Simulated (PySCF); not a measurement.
## C₆ coefficients of unlike pairs at UHF

Calculated with PySCF 2.14 from the dipole response of each species, C₆(A,B) = (3/π) ∫ α_A(iu) α_B(iu) du, in atomic units, from isotropic polarisabilities. For ions this is the dispersion term alone; charge-induced terms of lower order in 1/R come first.

```
species       configuration                                                                                              basis      relativity  α (bohr³)  C₆ (like pair)
     Cr   [Ar] 3d5 4s1 (7S)                                                                     aug-cc-pwCVTZ-DK (10s9p7d4f3g)   spin-free X2C      106.8           969.0
   Sn³⁺  [Kr] 4d10 5s1 (2S)             aug-cc-pVTZ-PP with one added diffuse shell each of d, f type with ECP28MDF (6s5p5d3f)  core potential      11.18           37.87
    Rh⁻   [Kr] 4d8 5s2 (3F)  aug-cc-pVTZ-PP with one added diffuse shell each of s, p, d, f, g type with ECP28MDF (7s7p6d4f3g)  core potential      13400          822400
```

Estimate C₆ for Rh⁻ with Sn³⁺.

The integral gives 1548. The combination rule 2 C_A C_B / (C_A α_B/α_A + C_B α_A/α_B) gives 1353 and the geometric mean 5581.

No spin-orbit coupling is included.

The other pairs:

```json
{"pair": "Rh⁻, Cr", "C₆": "13460"}
{"pair": "Sn³⁺, Cr", "C₆": "165.1"}
```
